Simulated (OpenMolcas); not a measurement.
## Which level was it?

CH6ClSi2 has 10 atoms, charge 0, and is taken as a doublet. SMILES: `C[Si]([SiH3])Cl`. The coordinates come from a PBE0-D4/def2-TZVP relaxation.

```xyz
10

C    -0.8176    1.3759   -0.7590
Si   -0.3934   -0.4474   -0.7454
Si    1.2535   -1.0739    0.7914
Cl   -2.1231   -1.5126   -0.3300
H     0.0787    1.9662   -0.9650
H    -1.2235    1.6808    0.2097
H    -1.5616    1.5921   -1.5283
H     1.4905   -2.5356    0.6764
H     0.8714   -0.7509    2.1951
H     2.5082   -0.3458    0.4578
```

A calculation with OpenMolcas 26.06 gave:

```yaml
total_energy: -1080.4469 Eh
dipole_moment: 1.76 D
HOMO_energy: -5.12 eV
LUMO_energy: -2.96 eV
⟨S²⟩: 0.754
```

Problem. Which of these levels gave the numbers?
A. r2SCAN/def2-SVP
B. B3LYP/def2-SVP
C. PBE/def2-SVP
D. TPSS/def2-SVP

Solution. A. The others give -1080.6064 Eh (B3LYP/def2-SVP), -1080.6356 Eh (TPSS/def2-SVP), -1079.9965 Eh (PBE/def2-SVP).
